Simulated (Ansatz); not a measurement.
Ansatz (a quantum-chemistry and plane-wave program) input (CCSD(T)/cc-pV(T+d)Z):
A basis named .json is the Basis Set Exchange file of that set.

Ansatz 0.2 input:
```yaml
crystal:
  periodic: [false, false, false]
  atoms:
    - {symbol: O, position_ang: [-1.11172776, 1.26004592, 0.20468197]}
    - {symbol: Al, position_ang: [0.00000000, 0.00000000, 0.00000000]}
    - {symbol: O, position_ang: [1.63474084, 0.34869715, -0.26754759]}
    - {symbol: O, position_ang: [-0.52301309, -1.60874307, 0.06286562]}
    - {symbol: H, position_ang: [-0.86202578, 2.18455513, 0.17704349]}
    - {symbol: H, position_ang: [2.29916745, -0.33077131, -0.38875870]}
    - {symbol: H, position_ang: [-1.43714167, -1.85378382, 0.21171521]}
basis:
  gaussian:
    orbitals: cc-pV_T+d_Z.json
magnetization: {spin_polarized: false}
correlation: {method: ccsd_t, electrons: outside_noble_gas}
```

Output:

```
Functional definition: HF
integrals: 0.51 GiB planned
1023 factors; integrals over basis functions are off by at most 7.6e-4 eV
0.93 GiB of device memory are held for the factors and their scratch space
mean field: 0.63 GiB planned
mean field evaluation 1: about -12743.6939 eV, gradient 6.1e1 eV
mean field evaluation 2: about -12743.7710 eV, gradient 6.1e1 eV
mean field evaluation 4: about -12749.7456 eV, gradient 2.4e0 eV
mean field evaluation 8: about -12749.7875 eV, gradient 1.7e-1 eV
mean field evaluation 16: about -12747.2440 eV, gradient 4.0e1 eV
mean field -12749.78769534 eV, -468.5460556873 hartree, gradient 1.2e-6 eV, S^2 0.000000; 0 other end points of the search recorded, 0 dependent functions left out
8 core orbitals not correlated
reference -12749.78769534 eV, -468.5460556873 hartree; 12, 12 occupied and 151, 151 virtual orbitals, 1023 factors
second order -21.94316834 eV of doubles, -0.00000000 eV of singles
coupled cluster: 3.55 GiB planned
cycle   1  -21.56697608 eV  change    3.8e-1 eV  update   9.2e-2
cycle   2  -22.00153232 eV  change   -4.3e-1 eV  update   2.6e-2
cycle   3  -22.11347711 eV  change   -1.1e-1 eV  update   1.3e-2
cycle   4  -22.09656567 eV  change    1.7e-2 eV  update   2.9e-3
cycle   5  -22.09493052 eV  change    1.6e-3 eV  update   1.3e-3
cycle   6  -22.09566615 eV  change   -7.4e-4 eV  update   3.9e-4
cycle   7  -22.09541371 eV  change    2.5e-4 eV  update   1.5e-4
cycle   8  -22.09534785 eV  change    6.6e-5 eV  update   4.8e-5
cycle   9  -22.09536620 eV  change   -1.8e-5 eV  update   1.9e-5
perturbative correction -0.75152609 eV, -0.0276180742 hartree
Total energy: -12772.63458763 eV, -469.3856634928 hartree
```
